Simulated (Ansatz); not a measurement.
## Ligand exchange: GaH2(SH) + B(SH)3 → GaH(SH)2 + BH(SH)2

Species: GaH2(SH), singlet; B(SH)3, singlet; GaH(SH)2, singlet; BH(SH)2, singlet. The partners trade H for SH: Ga–H and B–SH bonds give way to Ga–SH and B–H.

Shapes, held fixed at every level: PBE0-D4/def2-TZVP. Flexible molecules stand in one conformer, not always the lowest. Programs: Ansatz 0.2.0. The zero-point and thermal change to 298 K, harmonic and unscaled (PBE0-D4/def2-TZVP), is +5.1 kJ/mol.

```csv
level,kind,ΔH(298 K) (kJ/mol),less CCSD(T)/def2-TZVPP
HF/def2-TZVPP,Hartree–Fock,-49.1,-10.4
B3LYP-D4/def2-TZVPP,global hybrid,-37.4,+1.3
PBE0-D4/def2-TZVPP,global hybrid,-35.0,+3.7
MP2/def2-TZVPP,perturbation theory,-35.9,+2.8
CCSD(T)/def2-SVP,coupled cluster or CI,-33.5,+5.2
CCSD/def2-SVP,coupled cluster or CI,-34.6,+4.1
CCSD/def2-TZVPP,coupled cluster or CI,-40.4,-1.7
CCSD(T)/def2-TZVPP,coupled cluster or CI,-38.7,0.0
```

The highest level, CCSD(T)/def2-TZVPP, gives ΔH(298 K) = -38.7 kJ/mol; the levels span -49.1 to -33.5. The column of differences is taken from that level and isn't an error. No measured value is set beside it here. Relativity is left out for Ga unless named. Correlated rows may include outer-core shells of Ga, which these sets cover unevenly.
